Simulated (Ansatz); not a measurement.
Geometry optimisation, RKS B3LYP-D4/6-31G* in Ansatz.

Input file:

```yaml
crystal:
  periodic: [false, false, false]
  atoms:
    - { symbol: B, position_ang: [0.0, 0.0, 0.0] }
    - { symbol: O, position_ang: [0.0, 0.0, 1.76] }
    - { symbol: H, position_ang: [-0.9095, -0.2814, 2.0971] }
    - { symbol: H, position_ang: [1.0305, 0.0, -0.595] }
    - { symbol: H, position_ang: [-1.0305, 0.0, -0.595] }
    - { symbol: "N", position_ang: [0.0829, 1.7537, 0.5833] }
    - { symbol: H, position_ang: [0.4765, 1.9752, 1.5423] }
    - { symbol: C, position_ang: [-0.397, 2.8399, -0.283] }
    - { symbol: H, position_ang: [-0.6674, 2.4284, -1.2779] }
    - { symbol: H, position_ang: [-1.2899, 3.3132, 0.1762] }
    - { symbol: H, position_ang: [0.4035, 3.5996, -0.4026] }
    - { symbol: H, position_ang: [0.0529, 1.1189, 1.5507] }
basis:
  gaussian: { orbitals: "6-31G*" }
hamiltonian:
  xc: b3lyp
  dispersion: d4
relax:
  f_tol: 0.15
  max_steps: 25
  restrain:
    - { distance: [0, 5], at: 2.75, k: 30.0 }
    - { distance: [11, 1], at: 2.21, k: 30.0 }
    - { distance: [0, 1], at: 1.41, k: 30.0 }
    - { distance: [11, 5], at: 1.06, k: 30.0 }
```

Run as:

```bash
$ ansatz run input.yaml --threads 1 --pin off --max-ram 2048MiB --backend cpu --events-out ev --progress --plain --runs-dir out
```

Where does it end, and by what steps?

It converged. The restraints hold the end off the free minimum. After 17 steps the energy has fallen by 4.840 eV (the restraints' own energy left out); H9 moved furthest, 1.31 Å.

| step | energy less start (eV) | largest force component (eV/Å) | accepted |
| --- | --- | --- | --- |
| 0 | 0.0000 | 4.645 | yes |
| 1 | -0.0143 | 4.463 | yes |
| 2 | -0.3601 | 5.287 | yes |
| 3 | -1.7373 | 4.461 | yes |
| 4 | -3.3798 | 4.406 | yes |
| 5 | -4.2755 | 3.695 | yes |
| 6 | -4.2413 | 2.946 | no |
| 7 | -4.5318 | 1.236 | yes |
| 8 | -4.6047 | 0.954 | yes |
| 9 | -4.6718 | 0.820 | yes |
| 10 | -4.7018 | 0.944 | yes |
| 11 | -4.7143 | 0.985 | yes |
| 12 | -4.7606 | 0.800 | yes |
| 13 | -4.7895 | 0.630 | yes |
| 14 | -4.8212 | 0.678 | yes |
| 15 | -4.8184 | 0.925 | yes |
| 16 | -4.8380 | 0.559 | yes |
| 17 | -4.8396 | 0.597 | yes |

```xyz
12
Properties=species:S:1:pos:R:3
B 0.234 -0.562 0.205
O -0.585 -0.481 1.325
H -1.519 -0.426 1.074
H 1.395 -0.733 0.415
H -0.246 -0.593 -0.892
N 0.390 2.152 0.567
H 1.235 2.638 0.861
C -0.591 3.095 0.030
H -1.489 2.542 -0.269
H -0.902 3.898 0.720
H -0.185 3.566 -0.872
H 0.015 1.651 1.393
```

Time of the run: 62 s on 1 thread of Arm Neoverse V1, with other jobs on the host, peak memory 0.14 GiB.
